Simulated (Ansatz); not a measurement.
CH7ClOSi2, SMILES `CO[SiH]([SiH3])Cl`. Charge 0, multiplicity 1. The structure was optimised at the PBE0-D4/def2-TZVP level. It is one conformer, not always the lowest.

```xyz
12

C    -1.156   -0.273    1.962
O    -0.830   -0.218    0.588
Si    0.624    0.247    0.010
Si    0.517    0.161   -2.320
Cl    2.104   -1.045    0.661
H    -0.634   -1.100    2.452
H    -2.232   -0.433    2.047
H    -0.896    0.661    2.471
H     1.000    1.570    0.577
H     0.202   -1.226   -2.751
H     1.834    0.566   -2.878
H    -0.531    1.090   -2.820
```

Task: What is the dipole moment at PBE/def2-TZVPP? (Estimate.)

Result: Ansatz gave: 1.36 D, with components (-1.01, 0.69, 0.59) D in this frame, pointing from negative to positive charge.

Task: And with r2SCAN, B3LYP, ωB97M-V? (Best estimate.)

Result: The calculation gave: r2SCAN 1.41 D, B3LYP 1.42 D, ωB97M-V 1.42 D.

Task: Give the Mulliken charges with PBE, r2SCAN, ωB97M-V in def2-TZVPP. (An estimate is asked.)

Result: Computed: 
| atom | PBE | r2SCAN | ωB97M-V |
| --- | --- | --- | --- |
| C1 | -0.15 | 0.00 | -0.19 |
| O2 | -0.29 | -0.38 | -0.36 |
| Si3 | 0.46 | 0.54 | 0.44 |
| Si4 | 0.10 | 0.17 | 0.05 |
| Cl5 | -0.24 | -0.27 | -0.23 |
| H6 | 0.10 | 0.07 | 0.12 |
| H7 | 0.11 | 0.07 | 0.13 |
| H8 | 0.09 | 0.06 | 0.11 |
| H9 | -0.08 | -0.10 | -0.04 |
| H10 | -0.03 | -0.05 | -0.01 |
| H11 | -0.03 | -0.05 | -0.01 |
| H12 | -0.04 | -0.06 | -0.02 |

B3LYP here is the variant with VWN-RPA as its local correlation; programs differ in this.
